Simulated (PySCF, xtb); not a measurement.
CH3BrOZn, SMILES C[O][Zn][Br]. Other conformers were not sampled.

Harmonic wavenumbers (cm⁻¹) from GFN2-xTB run with xtb 6.7.1 at its own minimum, in rising order: 61, 84, 148, 217, 255, 398, 1078, 1145, 1145, 1413, 1466, 1480, 2920, 2926, 2940.

### Question
What does PBE0-D3(BJ)/def2-SVP in PySCF give at its own minimum? (An estimate is asked for; the answer gives what the named calculation found.)

### Answer
70, 80, 135, 212, 297, 618, 1172, 1178, 1207, 1474, 1474, 1481, 2970, 3032, 3076. Paired by order, the mean absolute difference is 56 cm⁻¹ and the zero-point energies are 25.3 and 26.4 kcal/mol.
